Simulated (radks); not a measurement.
Minus the highest occupied eigenvalue as an estimate of the ionisation energy, Er20+ to Er39+. The LB94 potential has the -1/r tail that LDA and GGA lack but no energy functional. Calculated with a radial shooting solver on a logarithmic mesh with Libxc functionals: scalar-relativistic Kohn-Sham, LB94 model potential, spin-polarised, spherical densities, finite nucleus; open shells are filled with parallel spins first (spin-orbit coupling, left out, can overturn this in heavy ions); Fermi nuclear charge, rms radius 5.2516 fm.

species,configuration,HOMO,-e(HOMO) (eV),<r> (bohr),"IE, NIST (eV)",kind
Er20+,[Kr] 4d10 4f2,4f up,518.92,0.538,520,theory
Er21+,[Kr] 4d10 4f1,4f up,560.09,0.527,555,theory
Er22+,[Kr] 4d10,4d,772.25,0.523,770,theory
Er23+,[Kr] 4d9,4d down,814.61,0.517,810,theory
Er24+,[Kr] 4d8,4d down,857.62,0.512,853,theory
Er25+,[Kr] 4d7,4d down,901.26,0.507,899,theory
Er26+,[Kr] 4d6,4d down,945.56,0.501,943,theory
Er27+,[Kr] 4d5,4d up,996.68,0.497,989,theory
Er28+,[Kr] 4d4,4d up,1042.4,0.493,1046,theory
Er29+,[Kr] 4d3,4d up,1088.7,0.488,1092,theory
Er30+,[Kr] 4d2,4d up,1135.6,0.483,1142,theory
Er31+,[Kr] 4d1,4d up,1183.2,0.478,1188,theory
Er32+,[Kr],4p,1390.1,0.473,1370,theory
Er33+,[Ar] 3d10 4s2 4p5,4p down,1438.9,0.469,1416,theory
Er34+,[Ar] 3d10 4s2 4p4,4p down,1488.2,0.465,1468,theory
Er35+,[Ar] 3d10 4s2 4p3,4p up,1542.3,0.463,1516,theory
Er36+,[Ar] 3d10 4s2 4p2,4p up,1592.5,0.460,1625,theory
Er37+,[Ar] 3d10 4s2 4p1,4p up,1643.3,0.456,1678,theory
Er38+,[Ar] 3d10 4s2,4s,1823.4,0.443,1803,theory
Er39+,[Ar] 3d10 4s1,4s up,1877.6,0.440,1858.5,semi-emp.

Reference values: NIST Atomic Spectra Database (exp. = measured, semi-emp. = semi-empirical, theory = theoretical value adopted there). Open shells are spherical and high-spin; term and fine-structure splittings are not resolved. Spin-orbit splitting is averaged out at the scalar-relativistic level.
